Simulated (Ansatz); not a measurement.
The same redistribution along the group Ti, Zr, Hf.

Computed with Ansatz on PBE0-D4/def2-TZVP structures; ΔE is electronic, products minus reactants. CCSD(T)/CBS adds triple-zeta CCSD(T) − MP2 to the extrapolated MP2 energy (def2 sets, frozen cores). Elements past krypton have def2 core potentials. For Hf, Ti, Zr outer-core shells are correlated without core-valence functions, which leaves a few kJ/mol of doubt a bond. Scalar relativity is left out up to krypton. One conformer a species, not always the lowest.

```
                                                                                           reaction  CCSD/CBS(def2) (kJ/mol)
`[SH][Ti]([SH])([SH])[Cl]` + `N[SiH2]S[SiH](N)F` → `[F][Ti]([SH])([SH])[SH]` + `N[SiH2]S[SiH](N)Cl`                       31
`[SH][Zr]([SH])([SH])[Cl]` + `N[SiH2]S[SiH](N)F` → `[F][Zr]([SH])([SH])[SH]` + `N[SiH2]S[SiH](N)Cl`                       33
`[SH][Hf]([SH])([SH])[Cl]` + `N[SiH2]S[SiH](N)F` → `[F][Hf]([SH])([SH])[SH]` + `N[SiH2]S[SiH](N)Cl`                       30
```

(1) Give the CCSD(T)/CBS values in the same order. (An estimate is asked.)

Largest T1 diagnostic: 0.028, for `[SH][Ti]([SH])([SH])[Cl]`, so its coupled-cluster energy is less sure.

Results:

(1) Ansatz gave: 35, 33, 30 kJ/mol.
